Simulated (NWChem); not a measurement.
## Atomisation of HGa

```
Ga
H 1 1.6824
```
Charge 0, spin multiplicity 1.

The numbers come from NWChem runs, not from measurements. The geometry was optimised at PBE0/def2-SVP, a minimum by its harmonic frequencies.

Basis set: def2-TZVP. The atomisation energy is electronic alone: no zero-point, thermal, spin-orbit or counterpoise terms. No value is extrapolated to the basis-set limit. Free atoms are single determinants with multiplicities Ga 2, H 2.

The Hamiltonian is non-relativistic. The structure started from a generated list of species. No SCF solution was tested for a lower state. Open-shell Hartree-Fock references start from PBE0 orbitals.

Task: One of these methods gave an atomisation energy of 47.7 kcal/mol. Which?
A) HF
B) LDA (SVWN5)
C) PBE0
D) BHandHLYP

Result: A, HF. The others give 75.7 (LDA (SVWN5)), 67.4 (BHandHLYP), 65.9 (PBE0).
